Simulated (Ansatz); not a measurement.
Geometry optimisation, Ansatz 0.2.0, RKS r2SCAN/STO-3G.

input.yaml

```yaml
crystal:
  periodic: [false, false, false]
  atoms:
    - { symbol: S, position_ang: [0.7754, 3.0961, 0.3139] }
    - { symbol: Al, position_ang: [-0.376, 1.188, 0.6484] }
    - { symbol: C, position_ang: [0.6276, -0.4056, 0.8972] }
    - { symbol: "N", position_ang: [0.3189, -1.2369, -0.2129] }
    - { symbol: C, position_ang: [-1.1493, -0.9374, -0.5867] }
    - { symbol: O, position_ang: [-1.3781, 0.4763, -0.6787] }
    - { symbol: H, position_ang: [1.4471, 2.6077, -0.7953] }
    - { symbol: H, position_ang: [0.4338, -0.8742, 1.8675] }
    - { symbol: H, position_ang: [1.7558, -0.1843, 0.9123] }
    - { symbol: H, position_ang: [0.8497, -1.018, -1.0124] }
    - { symbol: H, position_ang: [-1.4037, -1.4063, -1.5218] }
    - { symbol: H, position_ang: [-1.8241, -1.3606, 0.2024] }
basis:
  gaussian: { orbitals: STO-3G }
hamiltonian:
  xc: r2scan
relax:
  f_tol: 0.015
  max_steps: 40
output:
  orbitals: {}
```

Command:

```bash
$ ansatz run input.yaml --threads 1 --pin off --max-ram 2048MiB --backend cpu --events-out ev --progress --plain --runs-dir out
```

Where does it end, and by what steps?

The run converged. Limits of this set-up: minimal basis. After 16 steps the energy has fallen by 1.688 eV; H7 moved furthest, 1.49 Å.

| step | energy less start (eV) | largest force component (eV/Å) | accepted |
| --- | --- | --- | --- |
| 0 | 0.0000 | 4.072 | yes |
| 1 | -0.9436 | 1.914 | yes |
| 2 | -1.2359 | 0.919 | yes |
| 3 | -1.3650 | 0.595 | yes |
| 4 | -1.4110 | 0.291 | yes |
| 5 | -1.4220 | 0.377 | yes |
| 6 | -1.4544 | 0.215 | yes |
| 7 | -1.4626 | 1.213 | yes |
| 8 | -1.5529 | 0.500 | yes |
| 9 | -1.6132 | 0.335 | yes |
| 10 | -1.6527 | 0.467 | yes |
| 11 | -1.6835 | 0.179 | yes |
| 12 | -1.6739 | 0.323 | no |
| 13 | -1.6864 | 0.065 | yes |
| 14 | -1.6877 | 0.028 | yes |
| 15 | -1.6875 | 0.064 | no |
| 16 | -1.6878 | 0.005 | yes |

```xyz
12
Properties=species:S:1:pos:R:3
S 0.360 3.246 -0.225
Al 0.030 1.177 -0.078
C 0.840 -0.363 0.728
N 0.154 -1.516 -0.050
C -1.224 -0.968 -0.495
O -1.257 0.430 -0.931
H 1.458 3.205 0.573
H 0.583 -0.503 1.793
H 1.928 -0.500 0.641
H 0.693 -1.524 -0.973
H -1.579 -1.621 -1.324
H -1.910 -1.118 0.375
```

The run took 59 s on 1 thread of Intel(R) Xeon(R) 6975P-C (Granite Rapids), with other jobs on the host, peak memory 0.21 GiB.
